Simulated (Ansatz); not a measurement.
Gas-phase electronic energies from Ansatz, PBE0-D4/def2-TZVP geometries. CBS: MP2 limit from def2 TZ/QZ plus the TZ coupled-cluster correction, frozen cores. DFT in def2-TZVPP. HSE06 is defined as in plane-wave codes. For Ge outer-core shells are correlated without core-valence functions, which leaves a few kJ/mol of doubt a bond. Scalar relativity is left out up to krypton. One conformer a species, not always the lowest.

Reaction (cleavage of the Ge–Ge bond): `[OH][GeH2][GeH3]` + `S[SiH2]Cl` → `Cl[SiH2][S][GeH3]` + `[OH][GeH3]`

`[OH][GeH2][GeH3]`:

```xyz
9

O     1.989    0.259    0.789
Ge    0.632    0.817   -0.235
Ge   -1.145   -0.841   -0.242
H     1.746    0.193    1.715
H     0.118    2.175    0.295
H     1.271    1.000   -1.618
H    -2.350   -0.335   -1.055
H    -1.610   -1.108    1.201
H    -0.651   -2.161   -0.851
```

`S[SiH2]Cl`:

Cartesian coordinates in Å:
```
S 0.510 -0.373 -1.584
Si 0.176 0.010 0.475
Cl -1.506 -0.920 1.199
H -0.534 0.368 -1.994
H 0.000 1.456 0.728
H 1.355 -0.542 1.176
```

`Cl[SiH2][S][GeH3]`:

Cartesian coordinates in Å:
```
Cl -1.757 -1.678 -2.475
Si -0.675 -0.368 -1.331
S -0.987 -0.861 0.706
Ge 0.690 0.395 1.480
H -1.149 1.001 -1.639
H 0.757 -0.498 -1.694
H 0.308 0.777 2.913
H 1.995 -0.412 1.446
H 0.819 1.645 0.594
```

`[OH][GeH3]`:

```xyz
6

O     0.557   -0.201    1.238
Ge   -0.233    0.215   -0.305
H     1.027   -1.036    1.198
H    -0.914    1.558   -0.031
H    -1.260   -0.872   -0.679
H     0.823    0.336   -1.421
```

**Question.** Is it downhill or uphill in electronic energy at CCSD(T)/CBS, and by how much? (An estimate is asked.)

**Answer.** The calculation gave: Downhill: ΔE = -4.8 kcal/mol.

**Question.** What do these levels give: BLYP-D4, HSE06-D4, ωB97M-V, PBE-QIDH, HSE06, HF/def2-QZVPP? (Best estimate.)

**Answer.** Ansatz gave: BLYP-D4 -3.0, HSE06-D4 -3.9, ωB97M-V -4.6, PBE-QIDH -5.2, HSE06 -3.3, HF/def2-QZVPP -6.3 kcal/mol.

**Question.** What do rigid-rotor, harmonic-oscillator terms from PBE0-D4/def2-TZVP frequencies (298.15 K, 1 bar) make of the CCSD(T)/CBS value? (An estimate is asked.)

**Answer.** Ansatz gave: ΔZPE = +0.2 kcal/mol, ΔH = -4.7 kcal/mol, ΔS = 2 J/(mol·K), ΔG = -4.9 kcal/mol. Modes under 50 cm⁻¹ make the entropy rough.

Largest T1 diagnostic among the species: 0.012.

From BLYP to BHLYP (50 % exact exchange), in def2-TZVPP and without D4, ΔE moves by −2.6 kcal/mol. The D4 term adds −1.2 kcal/mol with B3LYP and −0.6 kcal/mol with PBE0; it sums over pairs of atoms, weighted by their polarisabilities, and B3LYP, whose exchange is more repulsive, gets the larger term.

B3LYP here is the variant with VWN-RPA as its local correlation; programs differ in this.
